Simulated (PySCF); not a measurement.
silanone anion (H2OSi), SMILES O=[SiH2] (connectivity only; charge and spin as stated), charge -1, multiplicity 2.

Geometry optimised at B3LYP-D3(BJ)/def2-TZVPD. The multiplicity is an assumed one; other spin states were not compared.

Two levels are set side by side: PBE/def2-TZVPD (PySCF) and B3LYP/def2-TZVPD (PySCF). Same geometry, gas phase. Differences are taken from unrounded values.

```csv
quantity,PBE
α-spin orbital gap (eV),2.39
β-spin orbital gap (eV),2.97
mean polarisability (bohr³),64.6
```

Q: These are the PBE values. What does B3LYP give? (The exact figures need the calculation; the answer reports its results.)

A: 
| quantity | B3LYP | PBE minus B3LYP |
|---|---|---|
| α-spin orbital gap (eV) | 3.52 | -1.13 |
| β-spin orbital gap (eV) | 4.57 | -1.60 |
| mean polarisability (bohr³) | 60.4 | 4.2 |

Loosely held outer electrons make PBE densities more polarisable. Differences between two approximate levels are no errors against the true value.

Rough cost on one machine, each run with all the roots and properties that it gave: B3LYP against PBE within a factor of 2.
